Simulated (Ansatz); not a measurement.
Consider the ligand exchange at a Ti–Se bond: `[Cl][Ti]([Cl])([Cl])[SeH]` + CH₃OH → `C[O][Ti]([Cl])([Cl])[Cl]` + H₂Se.

Computed with Ansatz on PBE0-D4/def2-TZVP structures; ΔE is electronic, products minus reactants. CCSD(T)/CBS is the MP2 limit (def2-TZVPP, def2-QZVPP) plus CCSD(T) − MP2 in def2-TZVPP, frozen cores. This one scheme is used for every species. Functionals use def2-TZVPP. B3LYP here is the variant with VWN-RPA as its local correlation; programs differ in this. HSE06 is defined as in plane-wave codes. For Se, Ti outer-core shells are correlated without core-valence functions, which leaves a few kJ/mol of doubt a bond. Scalar relativity is left out up to krypton. Each species was taken in one conformer, which may not be the lowest.

`[Cl][Ti]([Cl])([Cl])[SeH]`:

```xyz
6

Cl    0.993   -1.922   -0.698
Ti    0.508    0.102   -0.081
Cl    1.999    0.946    1.237
Cl    0.161    1.330   -1.837
Se   -1.469    0.066    1.261
H    -2.192   -0.522    0.118
```

CH₃OH:

```xyz
6

C     0.003   -0.309    0.177
O    -0.535    0.891   -0.329
H    -0.792   -0.806    0.735
H     0.842   -0.136    0.861
H     0.334   -0.987   -0.620
H     0.149    1.347   -0.823
```

`C[O][Ti]([Cl])([Cl])[Cl]`:

```xyz
9

C     1.166   -0.635    0.980
O     0.181   -0.099    0.151
Ti   -1.033    0.563   -0.869
Cl   -1.997   -1.072   -1.958
Cl   -0.088    1.954   -2.268
Cl   -2.495    1.612    0.375
H     2.136   -0.208    0.715
H     1.197   -1.720    0.853
H     0.934   -0.396    2.021
```

H₂Se:

Cartesian coordinates in Å:
```
Se 0.434 -0.017 -0.529
H 0.587 -0.103 0.927
H -1.021 0.120 -0.398
```

```tsv
level	ΔE (kJ/mol)	difference from CCSD(T)/CBS
LDA (SPW92)	-59.1	-8.8
PBE-D4	-51.8	-1.5
revPBE-D4	-52.1	-1.8
BLYP-D4	-59.1	-8.8
r2SCAN-D4	-56.8	-6.5
PBE0-D4	-53.0	-2.7
B3LYP-D4	-59.8	-9.5
r2SCANh-D4	-56.4	-6.1
r2SCAN0-D4	-56.3	-6.0
HSE06-D4	-52.3	-2.0
BHLYP-D4	-62.1	-11.8
CAM-B3LYP-D4	-72.2	-21.9
ωB97X-V	-69.0	-18.7
ωB97M-V	-61.8	-11.5
B2PLYP	-52.9	-2.6
PBE-QIDH	-49.0	1.3
PBE	-53.4	-3.1
revPBE	-52.8	-2.5
BLYP	-62.5	-12.2
r2SCAN	-56.4	-6.1
PBE0	-54.4	-4.1
B3LYP	-63.1	-12.8
r2SCANh	-56.2	-5.9
HSE06	-53.7	-3.4
BHLYP	-67.5	-17.2
CAM-B3LYP	-73.8	-23.5
LC-ωPBE	-72.4	-22.1
RPA@PBE/def2-TZVPP	-53.2	-2.9
HF/def2-SVP	-95.3	-45.0
CCSD/def2-SVP	-92.0	-41.7
CCSD(T)/def2-SVP	-83.2	-32.9
HF/def2-TZVPP	-79.7	-29.4
MP2/def2-TZVPP	-43.1	7.2
SCS-MP2/def2-TZVPP	-51.2	-0.9
CCSD/def2-TZVPP	-66.2	-15.9
CCSD(T)/def2-TZVPP	-58.6	-8.3
HF/def2-QZVPP	-78.4	-28.1
SCS-MP2/def2-QZVPP	-46.7	3.6
MP2/CBS(def2)	-34.8	15.5
CCSD/CBS(def2)	-57.8	-7.5
CCSD(T)/CBS	-50.3	0
```

Largest T1 diagnostic among the species: 0.025, so the coupled-cluster value is less sure than usual.

In def2-TZVPP, CCSD(T) changes the Hartree–Fock value by +21.1 kJ/mol (the triples alone add +7.5 kJ/mol) and MP2 by +36.6 kJ/mol. Leaving LDA and LC-ωPBE aside and taking each functional with its dispersion term where it has one, the values spread over 23.1 kJ/mol, from CAM-B3LYP-D4 to PBE-QIDH. LDA lies −5.7 kJ/mol from PBE without D4. The D4 term adds +3.3 kJ/mol with B3LYP and +1.3 kJ/mol with PBE0; it sums over pairs of atoms, weighted by their polarisabilities, and B3LYP, whose exchange is more repulsive, gets the larger term.

CCSD(T)/CBS has its own doubt, a few kJ/mol and more with outer-core shells, so smaller differences from it don't rank the levels.
